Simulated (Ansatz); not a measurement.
Basis sets compared for the cluster Mg₄H₃ (the lowest doublet isomer of a short search). The state is a doublet with charge 0. Geometry r2SCAN-D4/def2-TZVP. Ansatz on 4 threads of Arm Neoverse V2 on a shared host; times are rough, and most runs start from earlier orbitals.

Cartesian coordinates in Å:
```
Mg -1.240 -0.323 -1.256
Mg 1.079 -0.150 1.426
Mg -0.522 2.265 0.305
Mg 1.626 0.833 -1.460
H -2.480 -1.115 -2.137
H -0.281 -0.714 0.289
H 1.817 -0.795 2.834
```

At HF/STO-3G the highest occupied level of the charge 0 doublet lies above zero (up to 0.46 eV). In Hartree–Fock with STO-3G the lack of diffuse functions raises the level. At HF/6-31G the charge 0 doublet is spin-contaminated (final ⟨S²⟩ up to 0.90, 0.75 for a pure state). The structure comes from a short search, and lower isomers may exist.

Binding counts from free atoms (Mg singlet, H doublet) in the same basis, without a counterpoise term.

```tsv
level	functions	energy (Eh)	HOMO (eV)	LUMO (eV)	binding per atom (eV)	wall time
HF/STO-3G	39	-789.8294	0.46	8.53	1.56	0.2 s
HF/6-31G	58	-800.0335	-6.45	-0.39	0.61	0.4 s
PBE-D4/def2-SVP	87	-801.2752	-4.20	-3.49	1.14	1.9 s
PBE-D4/def2-TZVP	146	-801.5612	-4.19	-3.48	1.13	2.6 s
r2SCAN-D4/def2-TZVP	146	-801.9415	-4.45	-3.21	1.20	7.5 s
PBE0-D4/def2-SVP	87	-801.3484	-4.93	-2.90	1.12	2.1 s
PBE0-D4/def2-TZVP (with forces)	146	-801.6340	-4.92	-2.88	1.12	3.8 s
```

Question: Estimate the rows for PBE-D4/def2-TZVPD, r2SCAN-D4/def2-TZVPD, PBE0-D4/def2-TZVPD.

Answer: 
```json
{"level": "PBE-D4/def2-TZVPD", "functions": "167", "energy (Eh)": "-801.5621", "HOMO (eV)": "-4.19", "LUMO (eV)": "-3.47", "binding per atom (eV)": "1.13", "wall time": "3.5 s"}
{"level": "r2SCAN-D4/def2-TZVPD", "functions": "167", "energy (Eh)": "-801.9425", "HOMO (eV)": "-4.45", "LUMO (eV)": "-3.19", "binding per atom (eV)": "1.20", "wall time": "10 s"}
{"level": "PBE0-D4/def2-TZVPD", "functions": "167", "energy (Eh)": "-801.6349", "HOMO (eV)": "-4.92", "LUMO (eV)": "-2.86", "binding per atom (eV)": "1.12", "wall time": "5.5 s"}
```
